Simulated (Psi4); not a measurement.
A dimer, H4Ge ··· O2S (SMILES [GeH4] and O=S=O); the first 5 atoms form monomer A.

```
8

Ge     0.0000     0.0000     0.0000
H     -0.8673    -0.6827    -1.0680
H      0.2348     1.4664    -0.3917
H      1.3502    -0.7248     0.1031
H     -0.7177    -0.0589     1.3566
O      2.2421    -3.2350     3.0802
S      1.4407    -2.3759     3.9104
O      0.4163    -1.5745     3.2957
```

Task: What interaction energy does SAPT0/jun-cc-pVDZ, frozen core run with Psi4 give, and which attractive term is the largest?

Result: Total 0.05 kcal/mol: electrostatics -0.58, exchange 1.88, induction -0.26, dispersion -0.99. The most attractive term is dispersion.
